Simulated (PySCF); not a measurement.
Job file and geometry (Å, from GFN2-xTB) of an NMR shielding run on `CC#[N+][Al@@H-]([CH2]C=C)[F]`, C$_{5}$H$_{9}$AlFN, PySCF 2.14.0, density-fitted response routines, GIAO PBE0/pcSseg-1 NMR shielding, non-relativistic, gas phase; density fitting, a coarse starting grid and PySCF grid level 2 are the driver's defaults:

```
$ OMP_NUM_THREADS=1 python probes_run.py task.json out

{"job": {"kind": "nmr", "xc": "PBE0", "basis": "pcSseg-1"}, "charge": 0, "multiplicity": 1}
C     -0.737414     1.161504    -0.634690
C     -1.418501     0.004942    -0.595516
C     -1.791969    -0.681042     0.637778
Al    -0.211106    -1.943825     1.117608
F      0.168125    -2.939887    -0.176074
N      1.092255    -0.524971     0.879598
C      1.324891     0.307469     0.090766
C      2.102221     1.212637    -0.730049
H     -0.604860     1.743695     0.261913
H     -0.494358     1.656481    -1.557609
H     -1.622686    -0.487986    -1.529077
H     -2.043434     0.020931     1.444560
H     -2.660361    -1.335975     0.443338
H     -0.043595    -2.518122     2.508938
H      1.519070     2.089392    -1.030598
H      2.994090     1.563111    -0.192623
H      2.420635     0.683676    -1.628825
```

Q: What does the program print?

A: 
```
coarse grid: 14784 points
cycle   1  E = -592.2727395779  dE =  7.221e-01  |g| = 7.986e-01  |ddm| = 3.659e+00
cycle   2  E = -592.0217067177  dE =  2.510e-01  |g| = 1.421e+00  |ddm| = 1.599e+00
cycle   3  E = -592.3943481735  dE = -3.726e-01  |g| = 2.349e-01  |ddm| = 1.051e+00
cycle   4  E = -592.4052220369  dE = -1.087e-02  |g| = 8.719e-02  |ddm| = 1.966e-01
cycle   5  E = -592.4067133399  dE = -1.491e-03  |g| = 2.614e-02  |ddm| = 6.768e-02
cycle   6  E = -592.4068479764  dE = -1.346e-04  |g| = 3.766e-03  |ddm| = 2.024e-02
cycle   7  E = -592.4068514068  dE = -3.430e-06  |g| = 1.433e-03  |ddm| = 4.487e-03
final grid: 138880 points
cycle   8  E = -592.4585689997  dE = -4.354e-05  |g| = 7.399e-03  |ddm| = 3.073e-02
cycle   9  E = -592.4585658233  dE =  3.176e-06  |g| = 8.218e-03  |ddm| = 1.321e-02
cycle  10  E = -592.4585831954  dE = -1.737e-05  |g| = 8.168e-04  |ddm| = 7.182e-03
cycle  11  E = -592.4585833102  dE = -1.149e-07  |g| = 4.002e-04  |ddm| = 7.644e-04
cycle  12  E = -592.4585833391  dE = -2.881e-08  |g| = 1.735e-04  |ddm| = 3.394e-04
cycle  13  E = -592.4585833457  dE = -6.651e-09  |g| = 3.047e-05  |ddm| = 1.348e-04
cycle  14  E = -592.4585833459  dE = -1.653e-10  |g| = 9.655e-06  |ddm| = 3.174e-05
converged SCF energy = -592.4585833459

GIAO shielding tensors (ppm)
atom      isotropic    diamagn.    paramagn.     s11        s22        s33       span
  0 C       69.638     262.628    -192.990    -30.795     82.589    157.120    187.914
  1 C       21.199     258.615    -237.415   -105.263      1.028    167.833    273.096
  2 C      148.711     254.519    -105.808    117.192    163.646    165.296     48.105
  3 Al     427.135     795.173    -368.038    381.907    394.833    504.665    122.758
  4 F      363.610     471.286    -107.677    311.910    377.104    401.814     89.904
  5 N       -2.699     335.926    -338.624   -137.363     -3.810    133.076    270.440
  6 C       47.340     266.484    -219.143    -60.671    -29.453    232.145    292.816
  7 C      168.960     249.190     -80.230    145.276    168.451    193.153     47.876
  8 H       27.775      36.311      -8.536     22.626     27.974     32.727     10.101
  9 H       26.908      35.405      -8.497     23.571     28.059     29.094      5.523
 10 H       24.924      33.799      -8.875     21.798     25.672     27.301      5.504
 11 H       30.642      31.925      -1.283     25.611     27.742     38.575     12.964
 12 H       28.984      29.572      -0.588     25.738     27.082     34.133      8.395
 13 H       27.738      29.531      -1.793     24.528     24.618     34.068      9.540
 14 H       28.645      30.283      -1.638     22.612     29.690     33.632     11.021
 15 H       28.606      25.883       2.722     23.556     26.348     35.914     12.357
 16 H       28.678      28.155       0.522     25.122     26.441     34.470      9.348
```

Size and cost of the density-fitted run: 188 basis functions, 110 s wall time on 1 thread of an Intel Xeon, shared host; peak memory 0.89 GiB.
